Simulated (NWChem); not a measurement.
The numbers come from NWChem runs, not from measurements. System: CBrF$_{2}$, charge 0, spin multiplicity 2, at a geometry optimised with UB3LYP/def2-SVP. The structure started from a generated list of species. Its SCF solution wasn't tested for a lower state. Level: UHF/def2-TZVP.

Part of the output:

```
             Northwest Computational Chemistry Package (NWChem) 7.3.0
             --------------------------------------------------------

                                NWChem Input Module
                                -------------------

 Scaling coordinates for geometry "geometry" by  1.889725989
 (inverse scale =  0.529177249)

 Turning off AUTOSYM since
 SYMMETRY directive was detected!

                             Geometry "geometry" -> ""
                             -------------------------

 Output coordinates in angstroms (scale by  1.889725989 to convert to a.u.)

  No.       Tag          Charge          X              Y              Z
 ---- ---------------- ---------- -------------- -------------- --------------
    1 F                    9.0000     1.55355200    -0.07462700    -1.08201900
    2 C                    6.0000     0.92854700     0.33923100     0.00000000
    3 F                    9.0000     1.55355200    -0.07462700     1.08201900
    4 Br                  35.0000    -0.95814900    -0.01977400     0.00000000

 Effective nuclear repulsion energy (a.u.)     242.9637386186

            Nuclear Dipole moment (a.u.)
            ----------------------------
        X                 Y               Z
 ---------------- ---------------- ----------------
     0.0000056692     0.0000188973     0.0000000000

      Symmetry information
      --------------------

 Group name             Cs
 Group number              2
 Group order               2
 No. of unique centers     3

      Symmetry unique atoms

     1    2    4


 Summary of "ao basis" -> "" (spherical)
 ------------------------------------------------------------------------------
       Tag                 Description            Shells   Functions and Types
 ---------------- ------------------------------  ------  ---------------------
 *                         def2-tzvp                  on all atoms

 Summary of "ao basis" -> "ao basis" (spherical)
 ------------------------------------------------------------------------------
       Tag                 Description            Shells   Functions and Types
 ---------------- ------------------------------  ------  ---------------------
 F                         def2-tzvp                11       31   5s3p2d1f
 C                         def2-tzvp                11       31   5s3p2d1f
 Br                        def2-tzvp                16       48   6s5p4d1f

                                 NWChem SCF Module
                                 -----------------

  ao basis        = "ao basis"
  functions       =   141
  atoms           =     4
  alpha electrons =    30
  beta  electrons =    29
  charge          =   0.00
  wavefunction    = UHF
  use symmetry    = T
  symmetry adapt  = T

 Summary of "ao basis" -> "ao basis" (spherical)
 ------------------------------------------------------------------------------
       Tag                 Description            Shells   Functions and Types
 ---------------- ------------------------------  ------  ---------------------
 F                         def2-tzvp                11       31   5s3p2d1f
 C                         def2-tzvp                11       31   5s3p2d1f
 Br                        def2-tzvp                16       48   6s5p4d1f

      Symmetry analysis of basis
      --------------------------

        a'         84
        a"         57

 Forming initial guess at       0.1s

   Symmetry analysis of molecular orbitals - initial alpha
   -------------------------------------------------------

  Numbering of irreducible representations:

     1 a'          2 a"

  Orbital symmetries:

     1 a'          2 a'          3 a'          4 a'          5 a"
     6 a"          7 a'          8 a'          9 a'         10 a'
    11 a'         12 a"         13 a'         14 a'         15 a"
    16 a"         17 a'         18 a'         19 a"         20 a'
    21 a'         22 a"         23 a'         24 a'         25 a"
    26 a"         27 a'         28 a'         29 a"         30 a'
    31 a'         32 a'         33 a"         34 a'         35 a'
    36 a"         37 a'         38 a'         39 a'         40 a"

   Symmetry analysis of molecular orbitals - initial beta
[...]
   Bfn.  Coefficient  Atom+Function         Bfn.  Coefficient  Atom+Function
  ----- ------------  ---------------      ----- ------------  ---------------
    45      1.838581  2 C  pz                 5      1.218142  1 F  s
    67     -1.218142  3 F  s                114     -0.530273  4 Br pz
    42      0.494749  2 C  pz                12     -0.313753  1 F  px
    74      0.313753  3 F  px                13      0.199802  1 F  py
    75     -0.199802  3 F  py                14      0.193422  1 F  pz

                     UHF Final Beta Molecular Orbital Analysis
                     -----------------------------------------

 Vector   27  Occ=1.000000D+00  E=-5.687443D-01  Symmetry=a'
              MO Center= -7.3D-02,  5.6D-02,  9.3D-13, r^2= 2.5D+00
   Bfn.  Coefficient  Atom+Function         Bfn.  Coefficient  Atom+Function
  ----- ------------  ---------------      ----- ------------  ---------------
   109      0.355921  4 Br px               103     -0.241674  4 Br px
    35      0.208145  2 C  s                106      0.202708  4 Br px
    37     -0.198414  2 C  px                 6      0.183744  1 F  px
    68      0.183744  3 F  px                40     -0.182260  2 C  px
     9      0.163780  1 F  px                71      0.163780  3 F  px

 Vector   28  Occ=1.000000D+00  E=-4.536343D-01  Symmetry=a'
              MO Center= -8.5D-01, -2.9D-03,  9.5D-14, r^2= 1.6D+00
   Bfn.  Coefficient  Atom+Function         Bfn.  Coefficient  Atom+Function
  ----- ------------  ---------------      ----- ------------  ---------------
   110      0.520293  4 Br py               104     -0.334511  4 Br py
   107      0.295379  4 Br py               113      0.281618  4 Br py

 Vector   29  Occ=1.000000D+00  E=-4.516871D-01  Symmetry=a"
              MO Center= -8.9D-01, -1.4D-02, -7.9D-15, r^2= 1.6D+00
   Bfn.  Coefficient  Atom+Function         Bfn.  Coefficient  Atom+Function
  ----- ------------  ---------------      ----- ------------  ---------------
   111      0.550318  4 Br pz               105     -0.352807  4 Br pz
   108      0.312950  4 Br pz               114      0.296106  4 Br pz

 Vector   30  Occ=0.000000D+00  E= 7.239282D-02  Symmetry=a'
              MO Center=  3.0D-01,  5.6D-01, -2.1D-13, r^2= 3.2D+00
   Bfn.  Coefficient  Atom+Function         Bfn.  Coefficient  Atom+Function
  ----- ------------  ---------------      ----- ------------  ---------------
    36      1.067911  2 C  s                112     -0.498099  4 Br px
    99     -0.462983  4 Br s                 44      0.346396  2 C  py
   113     -0.293301  4 Br py                35      0.282663  2 C  s
     5     -0.245632  1 F  s                 67     -0.245632  3 F  s
    38      0.230917  2 C  py               109     -0.184921  4 Br px

 Vector   31  Occ=0.000000D+00  E= 1.517404D-01  Symmetry=a'
              MO Center= -4.1D-01,  2.6D-01, -1.6D-15, r^2= 3.9D+00
   Bfn.  Coefficient  Atom+Function         Bfn.  Coefficient  Atom+Function
  ----- ------------  ---------------      ----- ------------  ---------------
   112      0.885196  4 Br px                35     -0.598859  2 C  s
    99      0.501741  4 Br s                 44      0.452322  2 C  py
    43      0.312836  2 C  px                40      0.289960  2 C  px
    37      0.234925  2 C  px                38      0.182803  2 C  py
    41      0.179374  2 C  py               106      0.150635  4 Br px

 Vector   32  Occ=0.000000D+00  E= 2.260012D-01  Symmetry=a'
              MO Center=  5.6D-01, -2.9D-01, -3.5D-15, r^2= 5.4D+00
   Bfn.  Coefficient  Atom+Function         Bfn.  Coefficient  Atom+Function
  ----- ------------  ---------------      ----- ------------  ---------------
    36      3.281772  2 C  s                  5     -1.254967  1 F  s
    67     -1.254967  3 F  s                 99     -1.143001  4 Br s
    44     -0.901838  2 C  py               112     -0.881577  4 Br px
    14     -0.382467  1 F  pz                76      0.382467  3 F  pz
    41     -0.299956  2 C  py               134     -0.251053  4 Br d  2

 center of mass
 --------------
 x =  -0.09308524 y =  -0.00501961 z =   0.00000000

 moments of inertia (a.u.)
 ------------------
         164.655358210312          -3.113274067443           0.000000000000
          -3.113274067443         784.169957666937           0.000000000000
           0.000000000000           0.000000000000         631.105381618381

  Mulliken analysis of the total density
  --------------------------------------

    Atom       Charge   Shell Charges
 -----------   ------   -------------------------------------------------------
    1 F    9     9.21   0.77  1.20  0.60  1.02  0.33  2.24  2.27  0.77  0.00  0.02  0.00
    2 C    6     5.55   0.85  1.12  0.51  0.63  0.04  1.03  1.00  0.08  0.05  0.20  0.03
    3 F    9     9.21   0.77  1.20  0.60  1.02  0.33  2.24  2.27  0.77  0.00  0.02  0.00
    4 Br  35    35.03   2.00  2.00  1.16  0.78  1.01  0.96  6.00  5.94  1.24  2.75  1.14  8.99  1.02  0.00  0.04  0.01

  Mulliken analysis of the alpha density
  --------------------------------------

    Atom       Charge   Shell Charges
 -----------   ------   -------------------------------------------------------
    1 F    9     4.62   0.39  0.60  0.30  0.51  0.16  1.14  1.14  0.37  0.00  0.01  0.00
    2 C    6     3.21   0.43  0.56  0.30  0.36  0.04  0.67  0.65  0.05  0.03  0.10  0.01
    3 F    9     4.62   0.39  0.60  0.30  0.51  0.16  1.14  1.14  0.37  0.00  0.01  0.00
    4 Br  35    17.56   1.00  1.00  0.58  0.39  0.51  0.48  3.00  2.97  0.64  1.40  0.57  4.49  0.51  0.00  0.02  0.00

   Mulliken analysis of the beta density
   -------------------------------------

    Atom       Charge   Shell Charges
 -----------   ------   -------------------------------------------------------
    1 F    9     4.59   0.39  0.60  0.30  0.51  0.17  1.10  1.13  0.40  0.00  0.01  0.00
    2 C    6     2.34   0.43  0.56  0.21  0.27  0.00  0.36  0.35  0.02  0.03  0.10  0.02
    3 F    9     4.59   0.39  0.60  0.30  0.51  0.17  1.10  1.13  0.40  0.00  0.01  0.00
    4 Br  35    17.47   1.00  1.00  0.58  0.39  0.50  0.48  3.00  2.97  0.61  1.35  0.57  4.49  0.51 -0.00  0.02  0.00

   Mulliken analysis of the spin density
   -------------------------------------

    Atom       Charge   Shell Charges
 -----------   ------   -------------------------------------------------------
    1 F    9     0.03   0.00 -0.00  0.00  0.00 -0.00  0.04  0.01 -0.03  0.00  0.00  0.00
    2 C    6     0.86   0.00 -0.01  0.09  0.09  0.04  0.32  0.29  0.03 -0.00  0.00 -0.00
    3 F    9     0.03   0.00 -0.00  0.00  0.00 -0.00  0.04  0.01 -0.03  0.00  0.00  0.00
    4 Br  35     0.08   0.00  0.00  0.00 -0.00  0.00 -0.00  0.00  0.00  0.03  0.05  0.00 -0.00  0.00  0.00 -0.00  0.00

       Multipole analysis of the density wrt the origin
       ------------------------------------------------

     L   x y z        total         alpha         beta         nuclear
     -   - - -        -----         -----         ----         -------
     0   0 0 0     -0.000000    -30.000000    -29.000000     59.000000

     1   1 0 0     -0.161462     -0.823602      0.662135      0.000006
     1   0 1 0      0.141567     -0.493615      0.635163      0.000019
     1   0 0 1     -0.000000      0.000000     -0.000000      0.000000

     2   2 0 0    -24.614390   -158.821564   -154.150408    288.357582
     2   1 1 0      0.701435     -1.692469      0.729030      1.664874
     2   1 0 1     -0.000000     -0.000000     -0.000000      0.000000
     2   0 2 0    -24.683680    -15.182362    -12.373870      2.872553
     2   0 1 1     -0.000000      0.000000     -0.000000      0.000000
     2   0 0 2    -26.082011    -51.115281    -50.222525     75.255795

 Task  times  cpu:       18.8s     wall:       18.8s

 Total times  cpu:       18.8s     wall:       18.8s
```

Question: Write an NWChem input that would produce this output.

Answer: This is not unique; one that fits is 
```
start mol
memory heap 200 mb stack 900 mb global 1100 mb
geometry units angstroms nocenter noautoz
  F      1.553552    -0.074627    -1.082019
  C      0.928547     0.339231     0.000000
  F      1.553552    -0.074627     1.082019
  Br    -0.958149    -0.019774     0.000000
  symmetry group Cs
end
basis spherical
  * library def2-tzvp
end
scf
  uhf
  nopen 1
  maxiter 100
  thresh 1e-7
  semidirect memsize 60000000 filesize 0
  # guess.movecs holds the orbitals of an unrestricted PBE0 run
  vectors input guess.movecs output mol.movecs
end
task scf energy
```
